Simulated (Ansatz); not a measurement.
Ansatz (a quantum-chemistry and plane-wave program) input (wB97M-V/def2-TZVPD):

Ansatz 0.2 input:
```yaml
crystal:
  periodic: [false, false, false]
  atoms:
    - {symbol: Se, position_ang: [-0.00000000, -0.00000000, -0.71565625]}
    - {symbol: Cl, position_ang: [0.00000000, 0.00000000, 1.43131250]}
basis:
  gaussian:
    orbitals: def2-TZVPD
hamiltonian:
  xc: {name: wB97M-V}
total_charge: -1
```

End of the output:

```
integrals: 0.05 GiB planned
717 factors; their error is unknown
integrals: 0.08 GiB planned
139 factors; integrals over basis functions are off by at most 1.0e-4 eV
mean field: 0.43 GiB planned
mean field evaluation 1: about -77868.0123 eV, gradient 2.9e1 eV
mean field evaluation 2: about -77868.8341 eV, gradient 2.5e1 eV
mean field evaluation 4: about -77870.0394 eV, gradient 7.1e-1 eV
mean field evaluation 8: about -77870.2262 eV, gradient 1.9e-1 eV
mean field evaluation 16: about -77870.2262 eV, gradient 1.2e-5 eV
mean field -77870.22623054 eV, -2861.6780316373 hartree, gradient 1.2e-5 eV, S^2 0.000000; 0 other end points of the search recorded, 0 dependent functions left out
reference -77870.22627943 eV, -2861.6780334341 hartree; 26, 26 occupied and 77, 77 virtual orbitals, 717 factors
Total energy: -77870.22627943 eV, -2861.6780334341 hartree
```

This state (charge -1, singlet) is run at the relaxed geometry of the species with charge 0 and multiplicity 2.
